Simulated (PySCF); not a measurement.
**Does the structure fit the spectrum?**

A compound C4H9O2PSi gives the data below (simulated from a calculation) and was assigned the structure `COC(=O)/P=C(\C)[SiH3]`.

¹³C{¹H} NMR (computed): δ 187.8 (C), 142.4 (CH), 132.5 (CH2), 53.4 (CH3).

¹H NMR (300 MHz, computed): δ 7.30 (m, 1H), 6.14 (m, 1H), 5.84 (m, 1H), 4.16 (m, 3H), 4.00 (s, 3H).

No solvent, equivalent nuclei averaged, single conformer, relativity neglected. PBE0/pcSseg-1 with gauge-including orbitals; geometry: GFN2-xTB; PySCF 2.14.

Referencing at the same level of theory: ¹H (σref 31.72), ¹³C (σref 186.93) vs TMS.

Task: Compare with the shifts computed for the proposed structure, pairing carbons in order of shift.

Result: Structure with atom numbers: `[CH3:1][O:2][C:3](=[O:4])/[P:5]=[C:6](\[CH3:7])[SiH3:8]`. Each H is labelled by its parent atom.

```csv
atom,computed for proposal,given list,difference
C6,222.5,187.8,+34.7
C3,184.3,142.4,+41.9
C1,53.3,132.5,-79.2
C7,29.8,53.4,-23.6
```

The rms difference is 49.5 ppm and the largest -79.2 ppm at C1 (methyl carbon bonded to O). The carbon types in order of shift don't match either: C, C, CH3, CH3 for the proposal against C, CH, CH2, CH3 in the data. The proposal doesn't fit.

Task: Which isomer fits?

Result: SMILES C=CP([SiH3])C(=O)OC.

- δC 187.8: carbonyl carbon.
- δC 142.4: alkene CH; the olefinic region.
- δC 132.5: terminal =CH2 carbon; an sp2 carbon of a C=C bond.
- δH 6.14, 5.84: hydrogen on a terminal =CH2 carbon; attached to an sp2 carbon and in the plane of the double bond.

The shifts were computed for this structure.

Splittings by ³¹P in the carbon and heteronuclear signals aren't shown, as no couplings were computed. Shifts are as computed. Against solution values, carbons near 30 ppm lie about +3 ppm off and those near 130 ppm about +5 ppm. Of 1211 compounds with measured shifts, 218 miss one by over three times the rms of a fit or turn the order of signals round; such compounds aren't used in these exercises. No couplings were computed; multiplicities are counted from neighbouring protons, with m where these are inequivalent, close in shift, in a saturated or five-membered ring or joined by F or P, and br s for small geminal =CH2 splittings.
